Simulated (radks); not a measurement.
All-electron atom: Ce2+ in [Xe] 4f1 6d1 (not the ground configuration). All-electron calculation, Dirac Kohn-Sham, LDA (Slater exchange, Perdew-Wang correlation), spin-unpolarised, spherical densities, finite nucleus; open shells fill j = l - 1/2 first; Fermi nuclear charge, rms radius 4.8771 fm. Program: a radial shooting solver on a logarithmic mesh with Libxc functionals.

X-ray form factor f0, the Fourier transform of the density (f0(0) = 56):

sin(theta)/lambda (1/angstrom)  f0 (electrons)
0.05                                    54.769
0.1                                     52.338
0.15                                    49.566
0.2                                     46.413
0.25                                    43.179
0.3                                     40.168
0.4                                     35.126
0.5                                     31.130
0.6                                     27.780
0.8                                     22.484
1                                       18.893
1.25                                    15.987
1.5                                     13.755
2                                        9.862
